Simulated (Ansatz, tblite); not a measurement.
Cost and result up the ladder for SbMe2Cl (C2H6ClSb) (10 atoms). The state is a singlet with charge 0. Geometry: PBE-D4/def2-SVP.

```tsv
atom	x (Å)	y (Å)	z (Å)
Sb1	-0.6036	-1.0715	-0.5521
C2	-0.8921	1.0830	-0.8057
H3	-0.1102	1.4762	-1.4864
H4	-0.8112	1.5718	0.1839
H5	-1.8905	1.2810	-1.2395
C6	1.3110	-0.8151	0.4759
H7	1.6402	-1.7840	0.8964
H8	1.1859	-0.0782	1.2917
H9	2.0683	-0.4527	-0.2481
Cl10	-1.8978	-1.2104	1.4838
```

Ansatz on 2 threads of Arm Neoverse V1 on a shared host; xTB runs through tblite on one thread. Times are rough, summed over both states, and most runs start from the orbitals of an earlier one. PBE0-D4/def2-TZVP serves as the yardstick here, not as an exact answer. The other state is a triplet.

In the def2 sets Sb takes a core potential; there is no spin–orbit coupling. The xTB rows come from tblite.

xTB has no spin-polarisation term.

```
                          level  functions  wall time  vertical triplet (eV)  difference from PBE0-D4/def2-TZVP (eV)
                       GFN2-xTB         32    0.009 s                   4.04                                    0.31
                       GFN1-xTB         38    0.016 s                   5.11                                    1.38
               PBE-D4/def2-TZVP        185        9 s                   3.63                                   -0.10
PBE0-D4/def2-TZVP (with forces)        185       17 s                   3.73                                    0.00
            r2SCAN-D4/def2-TZVP        185       22 s                   3.68                                   -0.05
```
